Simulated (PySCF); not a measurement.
Species: C3H8OSiTe.
Geometry (PBE0-D3(BJ)/def2-SVP, Å), atoms numbered from 1 in this order:
```
atom  x, y, z in Å
Si1   -2.592    0.448    0.471
O2    -1.066    0.189   -0.174
C3     0.084    0.581    0.460
C4     1.358    0.057   -0.187
C5     2.312   -0.099    0.995
Te6    0.676   -0.355    2.424
H7    -3.555   -0.164   -0.480
H8    -2.854    1.912    0.620
H9    -2.663   -0.204    1.814
H10    0.108    1.670    0.643
H11    1.113   -0.931   -0.605
H12    1.729    0.692   -1.012
H13    3.003   -0.949    0.941
H14    2.865    0.817    1.242
```

Level of theory: PBE0-D3(BJ)/def2-SVP geometry optimisation, gas phase, def2 core potentials past Kr in PySCF.

**Question.** Which atoms are bound to Te6, and at what distances?

**Answer.** 2 atoms: C5 2.187 Å, C3 2.255 Å. The nearest atom not counted as bound is C4, at 2.73 Å.

**Question.** What is the shape at Te6?

**Answer.** Bent: angle 65.1°. The Te–C distances aren't all alike: 2.187 to 2.255 Å.

**Question.** What are the other bond lengths?

**Answer.** Si1–O2 1.677 Å; O2–C3 1.370 Å; C3–C4 1.521 Å; C4–C5 1.527 Å; Si1–H7 1.485 Å; Si1–H8, Si1–H9 1.495 Å; C3–H10 1.105 Å; C4–H11 1.101 Å; C4–H12 1.105 Å; C5–H13 1.097 Å; C5–H14 1.098 Å.

**Question.** Give some angles away from the centre.

**Answer.** Si1–O2–C3 122.8°, O2–C3–C4 114.0°, O2–C3–Te6 120.3°, C4–C3–Te6 90.5°, C3–C4–C5 103.2°, C4–C5–Te6 92.9°.

**Question.** What are the rotational constants (commonest isotopes, rigid rotor)?

**Answer.** A = 2781, B = 994.6, C = 757.9 MHz: an asymmetric top.

Point group: C1 (no symmetry element, even within 0.4 Å). Charge 0, singlet. Whether it is a minimum is left open (no frequencies).

One conformer stands for the species.
